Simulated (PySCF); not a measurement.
**Name the molecule from its bond curve**

A diatomic of charge 0 contains Mo. Its quartet curve at ROHF-CCSD in a triple-zeta basis (scalar-relativistic core potentials, PySCF), in eV from the separated fragments:

```json
{"R (Å)": "1.452", "E (eV)": "-3.264"}
{"R (Å)": "1.516", "E (eV)": "-3.968"}
{"R (Å)": "1.565", "E (eV)": "-4.230"}
{"R (Å)": "1.613", "E (eV)": "-4.316"}
{"R (Å)": "1.661", "E (eV)": "-4.263"}
{"R (Å)": "1.726", "E (eV)": "-4.031"}
{"R (Å)": "1.807", "E (eV)": "-3.569"}
{"R (Å)": "1.903", "E (eV)": "-2.891"}
```

The fit gives ωe = 1134 cm⁻¹ and the rotational constant Bₑ = 0.5264 cm⁻¹.

Which atom is the partner?

The minimum lies at 1.617 Å, so the reduced mass is 16.8576 u Å² cm⁻¹/(Bₑ·Re²) = 12.25 u. With Mo at 97.91 u the partner weighs about 14.0 u: N. The molecule is MoN.

Correlated steps freeze 1 core orbital. Spin–orbit coupling is left out. With d or f electrons several states lie close, and the lowest PBE0 determinant need not be the measured ground state.
